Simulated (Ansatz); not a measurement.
Pulling on the Br1–Br2 bond in Br2 (multiplicity 1 held). Energies count from the point at 2.316 Å.


R- and RO- levels are restricted; in cc, def2 and unpolarised 6-31G sets they are followed outwards from rest. Unrestricted levels (U-) break spin symmetry where that is lower. Active spaces are followed from rest. Levels need not reach the same state.

Frozen-core correlation. Filled d and f shells under p-block atoms count as core.

Programs: Ansatz (a first-principles code) with Gaussian orbitals. 

Energies in eV.

```json
[
 {"R (Å)": "1.853", "R-HF/cc-pVDZ": "3.40", "U-CCSD(T)/cc-pVDZ": "3.68", "R-CCSDT(Q)/cc-pVDZ": "3.69", "FIC-MRCISD on CASSCF(14,8)/cc-pVDZ": "3.69", "FIC-MRCISD+Q on CASSCF(14,8)/cc-pVDZ": "3.70"},
 {"R (Å)": "2.084", "R-HF/cc-pVDZ": "0.53", "U-CCSD(T)/cc-pVDZ": "0.68", "R-CCSDT(Q)/cc-pVDZ": "0.69", "FIC-MRCISD on CASSCF(14,8)/cc-pVDZ": "0.69", "FIC-MRCISD+Q on CASSCF(14,8)/cc-pVDZ": "0.69"},
 {"R (Å)": "2.316", "R-HF/cc-pVDZ": "0.00", "U-CCSD(T)/cc-pVDZ": "0.00", "R-CCSDT(Q)/cc-pVDZ": "0.00", "FIC-MRCISD on CASSCF(14,8)/cc-pVDZ": "0.00", "FIC-MRCISD+Q on CASSCF(14,8)/cc-pVDZ": "0.00"},
 {"R (Å)": "2.547", "R-HF/cc-pVDZ": "0.38", "U-CCSD(T)/cc-pVDZ": "0.20", "R-CCSDT(Q)/cc-pVDZ": "0.17", "FIC-MRCISD on CASSCF(14,8)/cc-pVDZ": "0.17", "FIC-MRCISD+Q on CASSCF(14,8)/cc-pVDZ": "0.17"},
 {"R (Å)": "2.779", "R-HF/cc-pVDZ": "1.07", "U-CCSD(T)/cc-pVDZ": "0.70", "R-CCSDT(Q)/cc-pVDZ": "0.59", "FIC-MRCISD on CASSCF(14,8)/cc-pVDZ": "0.57", "FIC-MRCISD+Q on CASSCF(14,8)/cc-pVDZ": "0.58"},
 {"R (Å)": "3.126", "R-HF/cc-pVDZ": "2.18", "U-CCSD(T)/cc-pVDZ": "1.36", "R-CCSDT(Q)/cc-pVDZ": "1.14", "FIC-MRCISD on CASSCF(14,8)/cc-pVDZ": "1.11", "FIC-MRCISD+Q on CASSCF(14,8)/cc-pVDZ": "1.13"},
 {"R (Å)": "3.474", "R-HF/cc-pVDZ": "3.15", "U-CCSD(T)/cc-pVDZ": "1.59", "R-CCSDT(Q)/cc-pVDZ": "1.46", "FIC-MRCISD on CASSCF(14,8)/cc-pVDZ": "1.41", "FIC-MRCISD+Q on CASSCF(14,8)/cc-pVDZ": "1.44"},
 {"R (Å)": "4.053", "R-HF/cc-pVDZ": "4.32", "U-CCSD(T)/cc-pVDZ": "1.63", "R-CCSDT(Q)/cc-pVDZ": "1.63", "FIC-MRCISD on CASSCF(14,8)/cc-pVDZ": "1.58", "FIC-MRCISD+Q on CASSCF(14,8)/cc-pVDZ": "1.61"},
 {"R (Å)": "4.631", "R-HF/cc-pVDZ": "5.02", "U-CCSD(T)/cc-pVDZ": "1.64", "R-CCSDT(Q)/cc-pVDZ": "1.65", "FIC-MRCISD on CASSCF(14,8)/cc-pVDZ": "1.59", "FIC-MRCISD+Q on CASSCF(14,8)/cc-pVDZ": "1.63"},
 {"R (Å)": "5.326", "R-HF/cc-pVDZ": "5.49", "U-CCSD(T)/cc-pVDZ": "1.65", "R-CCSDT(Q)/cc-pVDZ": "1.66", "FIC-MRCISD on CASSCF(14,8)/cc-pVDZ": "1.60", "FIC-MRCISD+Q on CASSCF(14,8)/cc-pVDZ": "1.64"},
 {"R (Å)": "6.252", "R-HF/cc-pVDZ": "5.80", "U-CCSD(T)/cc-pVDZ": "1.65", "R-CCSDT(Q)/cc-pVDZ": "1.65", "FIC-MRCISD on CASSCF(14,8)/cc-pVDZ": "1.60", "FIC-MRCISD+Q on CASSCF(14,8)/cc-pVDZ": "1.64"},
 {"R (Å)": "7.410", "R-HF/cc-pVDZ": "6.01", "U-CCSD(T)/cc-pVDZ": "1.66", "R-CCSDT(Q)/cc-pVDZ": "1.65", "FIC-MRCISD on CASSCF(14,8)/cc-pVDZ": "1.60", "FIC-MRCISD+Q on CASSCF(14,8)/cc-pVDZ": "1.64"},
 {"R (Å)": "9.263", "R-HF/cc-pVDZ": "6.21", "U-CCSD(T)/cc-pVDZ": "1.66", "R-CCSDT(Q)/cc-pVDZ": "1.65", "FIC-MRCISD on CASSCF(14,8)/cc-pVDZ": "1.61", "FIC-MRCISD+Q on CASSCF(14,8)/cc-pVDZ": "1.64"}
]
```

Doubts at one or more of the structures used: a restricted determinant that unrestricted orbitals would lower (R-HF/cc-pVDZ, R-CCSDT(Q)/cc-pVDZ); a spin-contaminated determinant (U-CCSD(T)/cc-pVDZ); T1 above 0.05 (U-CCSD(T)/cc-pVDZ); the program's own flag: other amplitudes (U-CCSD(T)/cc-pVDZ); other coupled-cluster roots lie near (R-CCSDT(Q)/cc-pVDZ).
